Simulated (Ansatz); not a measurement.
The cluster Au2Cl⁺. The state is a quintet with charge 1. Geometry PBE-D4/def2-TZVP; atoms count from 1.

```csv
atom,x (Å),y (Å),z (Å)
Au1,-0.478,-1.311,-0.709
Au2,-0.853,1.245,0.414
Cl3,1.331,0.066,0.294
```

In the def2 sets Au takes a core potential; there is no spin–orbit coupling. At PBE0-D4/def2-TZVP a singlet of charge 1 lies 5.16 eV below the quintet, each at its own geometry. The structure comes from a short search, and lower isomers may exist.

Q: Estimate the Mulliken populations from the PBE0/def2-TZVP orbitals of Ansatz.

A: 
| atom | charge (e) | spin (α − β) | d electrons |
| --- | --- | --- | --- |
| Au1 | 0.53 | 1.59 | 9.31 |
| Au2 | 0.53 | 1.59 | 9.31 |
| Cl3 | -0.05 | 0.82 | – |
Mulliken values depend strongly on the basis.

Q: Where does the spin sit?

A: Summed by element: Au 3.18, Cl 0.82, of 4 unpaired in all. Largest on single atoms: Au1 1.59, Au2 1.59, Cl3 0.82.

Q: And the Mayer bond orders between heavy atoms (over 0.3)?

A: Au1–Cl3 0.57 (2.48 Å); Au2–Cl3 0.57 (2.48 Å).
